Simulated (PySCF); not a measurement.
H4NSi, SMILES [NH][SiH3] (connectivity only; charge and spin as stated), charge -1, multiplicity 1.

Geometry: PBE0-D3(BJ)/def2-TZVPD. The multiplicity is an assumed one; other spin states were not compared. The isomer is the one that the SMILES or the coordinates give; other isomers of the formula were not compared.

Two levels are set side by side: PBE/def2-TZVPD (PySCF) and HF/def2-TZVPD (PySCF). Same geometry, gas phase. Differences are taken from unrounded values.

| quantity | HF | PBE | PBE minus HF |
|---|---|---|---|
| orbital gap (eV) | 8.99 | 3.03 | -5.97 |
| highest occupied level (eV) | -3.13 | 0.97 | 4.11 |
| lowest empty level (eV) | 5.86 | 4.00 | -1.86 |
| mean polarisability (bohr³) | 49.4 | 61.2 | 11.8 |

PBE's occupied levels lie high since its potential decays too fast outside the molecule; exact exchange lowers them and widens the gap. Loosely held outer electrons make PBE densities more polarisable. Differences between two approximate levels are no errors against the true value.

Rough cost on one machine, each run with all the roots and properties that it gave: HF against PBE about 1/5.
